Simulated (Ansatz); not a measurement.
Worked example: the interaction energy

The pair of Cl⁻ (SMILES [Cl-], atom 1) and SiNH₅ (SMILES [SiH3]N, atoms 2–8), both closed shells, in one local arrangement (a lower one may exist), relaxed at PBE0-D4/def2-TZVPD:

```
8
angstrom
Cl 0.0714 -0.8386 -3.1702
Si 0.3979 0.0597 0.9195
N -0.8346 0.0433 -0.2527
H 0.9204 -1.3167 1.1477
H 1.6029 0.9241 0.6804
H -0.1720 0.5512 2.2170
H -1.4044 0.8717 -0.3382
H -0.5816 -0.2947 -1.2035
```

Both fragments are computed in the basis of the whole pair.

Computed with Ansatz 0.2.0 (basis: def2-TZVPPD and def2-QZVPPD); correlated methods freeze the cores.

Energies in eV:

| quantity | pair | first fragment | second fragment |
| --- | --- | --- | --- |
| Hartree–Fock, triple zeta (X = 3) | -21930.45144 | -12505.39518 | -9424.61165 |
| Hartree–Fock, quadruple zeta (X = 4) | -21931.09976 | -12505.71723 | -9424.93585 |
| MP2 correlation, X = 3 | -15.41856 | -5.58180 | -9.65994 |
| MP2 correlation, X = 4 | -16.62162 | -6.12179 | -10.30439 |
| CCSD(T) correlation, X = 3 | -17.26140 | -6.25597 | -10.84403 |

Question: Work out the interaction energy at the basis limit: extrapolate Hartree–Fock as E(X) = E∞ + A exp(−7.88 √X) and the MP2 correlation as E(X) = E∞ + B X^−2.97 (the exponents that Neese and Valeev fitted for def2-TZVPP and QZVPP, reused here for the diffuse sets), then add CCSD(T) − MP2 in triple zeta.

Answer: Each step is linear, so take the differences first (pair − first fragment − second fragment): Hartree–Fock -0.44461 (X = 3) and -0.44668 (X = 4); MP2 correlation -0.17682 and -0.19544; CCSD(T) correlation -0.16140.
Two points give E∞ = E(4) + w [E(4) − E(3)], with w = 1/(exp(7.88 (2 − √3)) − 1) = 0.1377 for Hartree–Fock and w = 1/((4/3)^2.97 − 1) = 0.7407 for the correlation.
Hartree–Fock: -0.44668 + 0.1377 × (-0.00207) = -0.4470 eV.
MP2 correlation: -0.19544 + 0.7407 × (-0.01862) = -0.2092 eV.
CCSD(T) − MP2: -0.16140 − (-0.17682) = 0.0154 eV.
Sum: -0.4470 + (-0.2092) + 0.0154 = -0.6408 eV, or -14.78 kcal/mol. Plain CCSD(T) in triple zeta gives -0.6060 eV, so the larger basis shifts the result by -0.0348 eV.

No T1 diagnostic of these runs exceeds 0.011.

For scale, one of the runs: CCSD(T)/def2-TZVPPD, 221 basis functions, launched by `ansatz run in.yaml --threads 4 --pin off --events-out ev --progress --plain --max-ram 9574MiB`. The run took 54 s on 4 CPU threads of an Arm Neoverse V1 (shared host), with 3.2 GiB of host memory at its peak.
